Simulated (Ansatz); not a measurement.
Wavefunction ladder for `[SeH][SiH]([SeH])[SeH]`

```xyz
8

Se    0.0962    1.0725    1.9645
Si   -0.0718   -0.0562    0.0014
Se    1.8567   -1.2116   -0.3179
Se   -0.2728    1.4632   -1.6741
H    -0.0301   -0.1560    2.7652
H    -1.2366   -0.9734    0.0206
H     1.3093   -1.9491   -1.4679
H    -1.6509    1.8105   -1.2917
```

Charge 0, multiplicity 1. Correlated methods include outer-core shells of Se, which these sets cover unevenly. Scalar relativity is left out up to krypton. Geometry: relaxed with PBE0-D4/def2-TZVP. It is one conformer, not always the lowest. Frozen core, restricted reference, Ansatz.

```tsv
basis	HF (Eh)	MP2 corr.	CCSD corr.	(T)	CCSD(T) total
def2-SVP	-7489.89292	-0.80805	-0.83399	-0.02318	-7490.75009
def2-TZVPP	-7490.89312	-0.94587	-0.97523	-0.03859	-7491.90694
def2-QZVPP	-7491.04389	-1.86754	–	–	–
```
